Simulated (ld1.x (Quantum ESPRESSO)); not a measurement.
**Ranking PAW potentials for B (Z = 5)**

All share these settings but for the change named:

```
Element                 : B (Z = 5)
Generator               : ld1.x (Quantum ESPRESSO) 7.5
Type                    : PAW
Functional              : PBEsol
Relativity              : scalar-relativistic
Frozen core             : [He]
Valence charge          : 3
Reference configuration : 2s2 2p1
Partial waves           : 2s (bound): rcut 1.50, rcutus 1.85 bohr; 2s channel at 0.4 Ry: rcut 1.50, rcutus 1.85 bohr; 2p (bound): rcut 3.40, rcutus 4.25 bohr; 2p channel at 0.35 Ry: rcut 3.40, rcutus 4.25 bohr
Local potential         : all-electron potential smoothed inside 2.80 bohr (lloc = -1)
Core correction         : a·sin(br)/r model core, default radius (core density twice the valence density)
Augmentation charge     : PSQ, inside the norm-conserving radii
```

Test errors are all-electron minus pseudo excitation energies from the reference, over 2s2 2p0; 2s1 2p0; 2s2 2p0.5; 2s1 2p1; 2s1 2p2; 2s2 2p1.3; 2s0 2p3. None of these files shows a bound ghost.

The base gives 35.4 meV.

Of 7 variants that were run, those that failed, showed a ghost or another fault, or gave nearly equal values are left out.

A variant can come out equal or close to the base, since the largest error may sit in a test that the change hardly touches while other tests move.

Rank these variants by their largest absolute test error, smallest first.
A. local potential all-electron potential smoothed inside 2.10 bohr (lloc = -2)
B. local potential all-electron potential smoothed inside 4.88 bohr (lloc = -1)
C. wave 2p channel at 0.35 Ry: rcut 3.40, rcutus 4.25 bohr becomes 2p channel at 0.17 Ry: rcut 3.40, rcutus 4.25 bohr

B (11.3 meV), A (25.7 meV), C (35.4 meV).
